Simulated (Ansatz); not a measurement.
Start from `CNBOCF` and change one atom or group to get `CNBO`.

Ansatz, PBE0-D4/def2-TZVP geometries, multiplicity 1. Each molecule was computed in one conformer, which needn't be the lowest.

```json
{"property": "HOMO energy (ωB97M-V/def2-TZVPP) / eV", "`CNBOCF`": "-9.87"}
{"property": "HOMO energy (B3LYP/def2-TZVPP) / eV", "`CNBOCF`": "-7.30"}
{"property": "LUMO energy (PBE0/def2-TZVPP) / eV", "`CNBOCF`": "0.77"}
{"property": "size of the dipole moment (B3LYP/def2-TZVPP) / D", "`CNBOCF`": "1.94"}
{"property": "LUMO energy (ωB97M-V/def2-TZVPP) / eV", "`CNBOCF`": "2.33"}
{"property": "HOMO–LUMO gap (B3LYP/def2-TZVPP) / eV", "`CNBOCF`": "7.79"}
```

Problem. Give the same properties after the change, and the shifts. (An estimate is asked.)

Solution. Computed: 
```json
{"property": "HOMO energy (ωB97M-V/def2-TZVPP) / eV", "`CNBO`": "-9.45", "shift": "0.42"}
{"property": "HOMO energy (B3LYP/def2-TZVPP) / eV", "`CNBO`": "-6.88", "shift": "0.42"}
{"property": "LUMO energy (PBE0/def2-TZVPP) / eV", "`CNBO`": "1.26", "shift": "0.49"}
{"property": "size of the dipole moment (B3LYP/def2-TZVPP) / D", "`CNBO`": "0.59", "shift": "-1.35"}
{"property": "LUMO energy (ωB97M-V/def2-TZVPP) / eV", "`CNBO`": "2.54", "shift": "0.21"}
{"property": "HOMO–LUMO gap (B3LYP/def2-TZVPP) / eV", "`CNBO`": "7.75", "shift": "-0.04"}
```

With PBE0 the HOMO rises by 0.42 eV and the LUMO rises by 0.49 eV, so the gap widens by about 0.07 eV. PBE moves the HOMO by 0.44 eV and ωB97M-V by 0.42 eV. Dipoles are sizes alone; their direction can turn.

B3LYP here is the variant with VWN-RPA as its local correlation; programs differ in this.
